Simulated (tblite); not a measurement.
Species: C3H6O2Si.
Cartesian coordinates in Å at the GFN2-xTB level; atoms count from 1:
```xyz
12
C3H6O2Si angstrom
C     -2.5777    0.1433   -0.0240
C     -1.4518   -0.5465   -0.0504
O     -0.2405    0.0526   -0.0328
Si     1.2729   -0.5341   -0.0557
C      2.2632    1.0984   -0.0053
O      3.4662    1.1398   -0.0077
H     -3.5292   -0.3527   -0.0371
H     -2.5722    1.2180    0.0130
H     -1.4356   -1.6290   -0.0863
H      1.5620   -1.3594    1.1171
H      1.5555   -1.2812   -1.2813
H      1.6884    2.0500    0.0277
```

Computed with GFN2-xTB (tblite): harmonic, unscaled wavenumbers at the GFN2-xTB geometry, gas phase. The method is semi-empirical: single wavenumbers can be off by several per cent or more. Modes of hydrogen on silicon can be 10 to 20 % off. One conformer, not necessarily the lowest.

Harmonic wavenumbers (cm⁻¹): 47.3, 69.9, 87.2, 112.9, 219.4, 327.9, 426.8, 440.9, 583.8, 677.9, 697.8, 746.1, 769.0, 772.3, 802.8, 844.7, 1005.3, 1023.0, 1193.4, 1311.6, 1351.3, 1371.8, 1695.2, 1758.7, 2246.1, 2281.1, 2692.2, 3032.2, 3128.8, 3169.7.

A = 10932, B = 1226, C = 1116 MHz; mass 102.014 u (most abundant isotopes); point group Cs, symmetry number 1.

What is the zero-point energy?

Half the sum of the wavenumbers: 17444 cm⁻¹ = 208.67 kJ/mol.

What is S at 200 K and 1 bar for an ideal gas of classical rigid rotors and harmonic oscillators?

Translation 158.24, rotation 109.94, vibration 67.86: S = 336.0 J/(mol K).

And Cp and H(200 K) − H(0)?

Cp = 96.28 J/(mol K), of which vibrations give 63.03 (their classical limit is 30 R = 249.4); H(200 K) − H(0) = 13.59 kJ/mol without the zero-point energy, 6.93 from vibrations.

Blend soft modes into free rotors: weight 1/[1 + (100 cm⁻¹/ν̃)⁴] for the oscillator and the rest for a rotor with moment μB/(μ + B), μ = h/(8π²ν), B = 10⁻⁴⁴ kg m². What vibrational entropy results?

61.22 J/(mol K) in place of 67.86, which changes −T·S at 200 K by +1.33 kJ/mol.

What must be added to the electronic energy to get the Gibbs energy at 200 K and 1 bar?

ZPE + [H(200 K) − H(0)] − T·S = 208.67 + 13.59 − 67.21 = 155.05 kJ/mol.

Hindered rotation and anharmonicity are outside this model. Other conformers, if any are populated, would add a mixing term that is left out.
